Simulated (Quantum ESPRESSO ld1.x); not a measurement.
Results of a calculation; reference values are marked as such.
All-electron atom: the zirconium ion Zr2+ in [Kr] 4d2 (the NIST ground configuration).

Level of theory: Dirac Kohn-Sham, PBE, spin-unpolarised, spherical densities, point nucleus; open shells fill j = l - 1/2 first (ld1.x of Quantum ESPRESSO 7.5).

Energy parts (eV):
total: -97913
kinetic: 101187
electron-nucleus: -235749
Hartree: 39745
exchange-correlation: -3096

Orbitals (lengths in bohr, moments of r in powers of bohr; r(max) is where P^2 peaks):
| orbital | occ. | eigenvalue (eV) | r(max) | <r^4> | <r> |
|---|---|---|---|---|---|
| 1s1/2 | 2 | -17831.9 | 0.024 | 8.871e-06 | 0.03706 |
| 2s1/2 | 2 | -2482.78 | 0.137 | 0.001672 | 0.1623 |
| 2p1/2 | 2 | -2273.91 | 0.107 | 0.001121 | 0.1387 |
| 2p3/2 | 4 | -2188.05 | 0.111 | 0.001242 | 0.1430 |
| 3s1/2 | 2 | -419.028 | 0.408 | 0.09049 | 0.4582 |
| 3p1/2 | 2 | -341.275 | 0.395 | 0.09607 | 0.4549 |
| 3p3/2 | 4 | -327.606 | 0.405 | 0.1049 | 0.4654 |
| 3d3/2 | 4 | -190.561 | 0.345 | 0.1196 | 0.4504 |
| 3d5/2 | 6 | -188.064 | 0.347 | 0.1231 | 0.4540 |
| 4s1/2 | 2 | -68.8999 | 1.08 | 4.226 | 1.213 |
| 4p1/2 | 2 | -48.0621 | 1.16 | 6.813 | 1.344 |
| 4p3/2 | 4 | -46.2835 | 1.19 | 7.445 | 1.374 |
| 4d3/2 | 2 | -17.3536 | 1.55 | 42.41 | 2.002 |
| 4d5/2 | 0 | -17.1986 | 1.56 | 43.68 | 2.017 |
| 5s1/2 | 0 | -16.0176 | 2.87 | 191.6 | 3.194 |
| 5p1/2 | 0 | -11.8027 | 3.40 | 377.5 | 3.778 |
| 5p3/2 | 0 | -11.5809 | 3.45 | 401.8 | 3.841 |
| 5d3/2 | 0 | -6.2140 | 5.19 | 1985 | 5.676 |
| 5d5/2 | 0 | -6.1880 | 5.23 | 2017 | 5.698 |
| 4f5/2 | 0 | -4.3381 | 5.40 | 3388 | 6.323 |
| 4f7/2 | 0 | -4.3379 | 5.40 | 3388 | 6.324 |

The highest occupied level is 4d3/2 at -17.354 eV. For comparison, the ionisation energy in NIST's Atomic Spectra Database is 23.170 eV (semi-empirical). In exact Kohn-Sham theory the highest level is minus the ionisation energy, but local and semilocal functionals leave it too shallow, through self-interaction and a potential that decays too fast; potentials with the right tail come closer.

Beside tabulated values, note that spin-unpolarised runs miss the spin-polarisation part of the exchange energy of open shells.
